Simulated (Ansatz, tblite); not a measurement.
Cost and result up the ladder for GeCl₂ (3 atoms). Charge 0, multiplicity 1. Geometry: PBE-D4/def2-TZVP.

```xyz
3

Ge    0.595    0.028   -0.727
Cl   -0.350    1.681    0.385
Cl   -0.245   -1.709    0.342
```

Ansatz on 2 threads of AMD EPYC 7R13 on a shared host; xTB runs through tblite on one thread. Times are rough, summed over both states, and most runs start from the orbitals of an earlier one. CCSD(T)/def2-TZVPP serves as the yardstick here, not as an exact answer. The other state is a doublet.

The xTB rows come from tblite. Correlated methods freeze 19 core orbitals; core or outer-core shells of Ge are correlated, in sets that lack core-valence functions.

Raw xTB energies of ions are shifted by several eV.

```csv
level,functions,wall time
GFN1-xTB,27,0.004 s
GFN2-xTB,27,0.005 s
PBE-D4/def2-TZVP,122,2.4 s
r2SCAN-D4/def2-TZVP,122,5.6 s
PBE0-D4/def2-TZVP (with forces),122,5.7 s
CCSD(T)/def2-TZVPP,132,6.7 s
```

(1) Estimate what each level gives for the vertical IE (eV).

Answers

(1) 
```csv
level,vertical IE (eV),difference from CCSD(T)/def2-TZVPP (eV)
GFN1-xTB,13.77,3.43
GFN2-xTB,14.67,4.33
PBE-D4/def2-TZVP,10.14,-0.20
r2SCAN-D4/def2-TZVP,10.30,-0.05
PBE0-D4/def2-TZVP (with forces),10.34,-0.01
CCSD(T)/def2-TZVPP,10.34,0.00
```
